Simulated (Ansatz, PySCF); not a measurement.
C₂H₅NOSi, SMILES O=C=N[SiH2]C. Atoms are numbered in the order given.

```xyz
10

Si    -0.9571    -0.7871    -0.0732
C     -2.1518     0.3325     0.8224
N      0.5854    -0.0170    -0.1876
C      1.6621     0.4951    -0.2794
O      2.7129     0.9997    -0.3668
H     -1.4278    -1.0782    -1.4588
H     -0.7736    -2.0741     0.6589
H     -3.1398    -0.1474     0.9020
H     -2.2730     1.2845     0.2837
H     -1.7924     0.5531     1.8389
```

Geometry optimised at PBE0-D3(BJ)/def2-SVP. The values are those of a single conformer.

Two levels are set side by side: PBE-D3(BJ)/def2-SVP (Ansatz, a first-principles code) and PBE0-D3(BJ)/def2-SVP (Ansatz). Each level has its own optimised geometry; the coordinates shown are those of the second. Frequencies come from the Hessian of PySCF at each geometry. Differences are taken from unrounded values.

```json
[
 {"quantity": "mean bond length (Å)", "PBE0-D3(BJ)": "1.361"},
 {"quantity": "bond Si1–C2 (Å)", "PBE0-D3(BJ)": "1.866"},
 {"quantity": "bond Si1–N3 (Å)", "PBE0-D3(BJ)": "1.728"},
 {"quantity": "bond N3–C4 (Å)", "PBE0-D3(BJ)": "1.196"},
 {"quantity": "bond C4–O5 (Å)", "PBE0-D3(BJ)": "1.169"},
 {"quantity": "bond Si1–H6 (Å)", "PBE0-D3(BJ)": "1.492"},
 {"quantity": "bond Si1–H7 (Å)", "PBE0-D3(BJ)": "1.492"},
 {"quantity": "bond C2–H8 (Å)", "PBE0-D3(BJ)": "1.101"},
 {"quantity": "bond C2–H9 (Å)", "PBE0-D3(BJ)": "1.100"},
 {"quantity": "bond C2–H10 (Å)", "PBE0-D3(BJ)": "1.100"},
 {"quantity": "highest harmonic wavenumber (cm⁻¹)", "PBE0-D3(BJ)": "3174"},
 {"quantity": "mean harmonic wavenumber (cm⁻¹)", "PBE0-D3(BJ)": "1245"},
 {"quantity": "zero-point energy (kcal/mol)", "PBE0-D3(BJ)": "42.72"}
]
```

### Question
What does PBE-D3(BJ) give, and how far is it from PBE0-D3(BJ)? (An estimate is asked for; the answer gives what the named calculation found.)

### Answer

| quantity | PBE-D3(BJ) | PBE-D3(BJ) minus PBE0-D3(BJ) |
|---|---|---|
| mean bond length (Å) | 1.371 | 0.010 |
| bond Si1–C2 (Å) | 1.878 | 0.012 |
| bond Si1–N3 (Å) | 1.736 | 0.009 |
| bond N3–C4 (Å) | 1.208 | 0.012 |
| bond C4–O5 (Å) | 1.184 | 0.015 |
| bond Si1–H6 (Å) | 1.503 | 0.011 |
| bond Si1–H7 (Å) | 1.503 | 0.011 |
| bond C2–H8 (Å) | 1.109 | 0.008 |
| bond C2–H9 (Å) | 1.108 | 0.008 |
| bond C2–H10 (Å) | 1.108 | 0.008 |
| highest harmonic wavenumber (cm⁻¹) | 3088 | -86 |
| mean harmonic wavenumber (cm⁻¹) | 1203 | -42 |
| zero-point energy (kcal/mol) | 41.26 | -1.46 |

GGA bonds tend to be longer and softer than those of functionals with exact exchange. Differences between two approximate levels are no errors against the true value.
